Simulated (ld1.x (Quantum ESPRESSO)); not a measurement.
## Configuration tests for promethium (Pm) (TM)

promethium (Pm), norm-conserving Troullier–Martins (Kleinman–Bylander form), made with ld1.x (Quantum ESPRESSO) 7.5 (PBE, scalar-relativistic). Core [Kr] 4d10, reference 4f5 5s2 5p6 5d0 6s2 6p0. Waves: 5p (bound): rc 2.85 bohr; 5d (bound, empty): rc 3.65 bohr; 4f (bound): rc 1.40 bohr; 5s (bound): rc 1.96 bohr. Local part: the s channel. Core correction: none.

Occupied shells without a wave of their own: 6s. They enter only through the test configuration that unscreens the potential.

Energies are relative to the spin-unpolarised reference configuration 4f5 5s2 5p6 5d0 6s2 6p0; without spin polarisation the order of configurations can differ from experiment.

```
  valence configuration  charge  ΔE all-electron (eV)  error AE − PS (meV)
4f5 5s2 5p6 5d0 6s1 6p0      +1                 5.873                 -355
4f5 5s2 5p6 5d0 6s0 6p0      +2                16.813                 -966
4f4 5s2 5p6 5d0 6s0 6p0      +3                40.010                -1536
4f6 5s2 5p6 5d0 6s0 6p0      +1                 8.155                 -461
4f5 5s2 5p5 5d0 6s2 6p0      +1                27.511                 +6.1
4f5 5s2 5p6 5d1 6s0 6p0      +1                 7.109                 -631
```

Problem. What are ΔE and the potential's error for 4f4 5s2 5p6 5d1 6s1 6p0?

Solution. ΔE = 8.795 eV all-electron; the error (AE − PS) is -438 meV.

Levels in the configuration 4f5 5s2 5p6 5d0 6s1 6p0:

```csv
level,all-electron (eV),pseudo (eV)
4f,-8.152,-8.403
5s,-47.939,-48.170
5p,-28.723,-28.942
6s,-8.310,-8.774
```

The 6s level has no wave, so the channel is fitted at the deeper level alone: the likely source of the large errors.
